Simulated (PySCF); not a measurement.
C₇H₁₀N₂.
Cartesian coordinates in Å at the PBE0-D3(BJ)/def2-SVP level; atoms count from 1:
```xyz
19
C7H10N2 angstrom
C     -1.7659   -1.5011    0.3377
N     -1.1484   -0.3216   -0.2097
C     -1.9416    0.6533   -0.9116
C      0.1947   -0.1216   -0.0542
C      0.8492    1.0184   -0.5708
C      2.2174    1.1623   -0.3788
N      2.9905    0.2935    0.2698
C      2.3743   -0.7814    0.7575
C      1.0155   -1.0424    0.6338
H     -1.6548   -1.5579    1.4355
H     -1.3430   -2.4276   -0.0902
H     -2.8388   -1.4880    0.1107
H     -1.9119    1.6436   -0.4225
H     -1.6082    0.7857   -1.9565
H     -2.9871    0.3230   -0.9342
H      0.3057    1.7886   -1.1171
H      2.7177    2.0508   -0.7833
H      3.0046   -1.5019    1.2933
H      0.6077   -1.9536    1.0703
```

Computed with PySCF at PBE0/pcSseg-1 and wB97X-D/def2-SVPD, non-relativistic, on one gas-phase PBE0-D3(BJ)/def2-SVP geometry that isn't relaxed in the solvent. The solvent is an IEF-PCM continuum (Bondi radii, 1.10 Å for H, scaled by 1.2). The model holds no explicit solvent molecules, cavitation or dispersion.

Gas phase at PBE0/pcSseg-1: HOMO -6.11 eV, LUMO -0.11 eV, dipole 4.83 D.

Problem. What does the continuum do to the energy, the frontier levels and the dipole at PBE0/pcSseg-1 in cyclohexane, benzene and chloroform?

Solution. 
```tsv
solvent	ε	E(solvent) − E(gas) (kJ/mol)	polarisation term (kJ/mol)	distortion of the solute (kJ/mol)	HOMO (eV)	LUMO (eV)	dipole (D)
cyclohexane	2.017	-12.32	-13.43	1.11	-6.07	-0.16	5.51
benzene	2.271	-14.10	-15.56	1.46	-6.07	-0.17	5.61
chloroform	4.711	-22.78	-26.62	3.84	-6.07	-0.23	6.09
```

The polarisation term is half the interaction of the solute with the surface charges that it induces; the rest is the cost of distorting the solute's density. The sum is the electrostatic part of solvation alone. From cyclohexane to chloroform the lowering changes by a factor 1.85, Onsager's factor (ε − 1)/(2ε + 1) by 1.76 and ε itself by 2.3.

Problem. Which radius a makes the point-dipole formula ΔE = −[(ε − 1)/(2ε + 1)]·μ²/a³ give the value in chloroform, with the gas-phase dipole?

Solution. μ = 1.900 au and |ΔE| = 0.00868 Eh give a = 2.80 Å; the farthest nucleus lies 3.61 Å from the centroid of the nuclei, so such a sphere wouldn't even hold the nuclei. The formula assumes a rigid point dipole at the centre of a sphere.

Problem. Give the dipole vector in the frame of the coordinates (D, pointing from negative to positive charge), gas and chloroform.

Solution. Gas (-4.75, -0.70, -0.54), solvent (-5.98, -0.88, -0.68). Its length changes by +26 % and its direction by less than 1°.

Problem. Which Hirshfeld charges (PBE0/pcSseg-1) respond most in benzene (means over atoms taken as equivalent)?

Solution. 
```tsv
atoms	environment	gas (e)	solvent (e)	change
N7	pyridine-type nitrogen	-0.193	-0.213	-0.020
C6/C8	aromatic CH next to a ring nitrogen	+0.007	+0.001	-0.006
H16/H19	aromatic hydrogen	+0.042	+0.046	+0.004
H10 (×6)	methyl hydrogen	+0.046	+0.049	+0.003
N2	aniline-type nitrogen	-0.042	-0.039	+0.003
C1/C3	N-methyl carbon	-0.057	-0.056	+0.001
```

Problem. Which Mayer bond orders change most in benzene?

Solution. 
```json
{"bond": "N2–C4", "length (Å)": "1.367", "gas": "1.025", "solvent": "1.042", "change": "+0.017"}
{"bond": "C5–C6", "length (Å)": "1.389", "gas": "1.448", "solvent": "1.460", "change": "+0.012"}
{"bond": "C8–C9", "length (Å)": "1.389", "gas": "1.448", "solvent": "1.460", "change": "+0.012"}
{"bond": "C6–N7", "length (Å)": "1.332", "gas": "1.475", "solvent": "1.466", "change": "-0.009"}
{"bond": "N7–C8", "length (Å)": "1.332", "gas": "1.475", "solvent": "1.466", "change": "-0.009"}
{"bond": "C4–C5", "length (Å)": "1.412", "gas": "1.314", "solvent": "1.307", "change": "-0.007"}
{"bond": "C9–C4", "length (Å)": "1.412", "gas": "1.314", "solvent": "1.307", "change": "-0.007"}
{"bond": "C1–N2", "length (Å)": "1.440", "gas": "0.976", "solvent": "0.971", "change": "-0.005"}
```

Problem. How do the nuclear quadrupole coupling constants eQVzz/h respond in benzene?

Solution. 
| nucleus | Q (barn) | gas (MHz) | solvent (MHz) | η gas | η solvent |
| --- | --- | --- | --- | --- | --- |
| 14N at N2 | 0.02044 | -5.92 | -5.75 | 0.06 | 0.04 |
| 14N at N7 | 0.02044 | -4.92 | -4.78 | 0.19 | 0.16 |

Gas phase at wB97X-D/def2-SVPD: HOMO -7.88 eV, LUMO 1.57 eV, dipole 4.75 D.

Problem. What does the continuum do to the energy, the frontier levels and the dipole at wB97X-D/def2-SVPD in benzene and chloroform?

Solution. 
```csv
solvent,ε,E(solvent) − E(gas) (kJ/mol),polarisation term (kJ/mol),distortion of the solute (kJ/mol),HOMO (eV),LUMO (eV),dipole (D)
benzene,2.271,-13.58,-15.15,1.57,-7.83,1.52,5.58
chloroform,4.711,-22.07,-26.28,4.21,-7.83,1.47,6.10
```

Problem. How does the static polarisability (wB97X-D/def2-SVPD, frozen core, with the continuum's full static response) change?

Solution. 
| medium | isotropic (au) | principal values (au) | ⟨r²⟩ of the electrons (bohr²) |
| --- | --- | --- | --- |
| gas | 99.1 | 63.6, 104.8, 129.0 | 1257.7 |
| benzene | 115.4 | 72.5, 122.2, 151.6 | 1257.6 |
| chloroform | 126.7 | 80.1, 133.9, 166.1 | 1257.5 |

The isotropic value in chloroform is 1.28 times the gas-phase one; no cavity-field correction is applied. ⟨r²⟩ is taken about the centre of nuclear charge.

The pairwise dispersion term of wB97X-D wasn't added to the energies; at a given geometry it leaves orbitals and properties as they are.
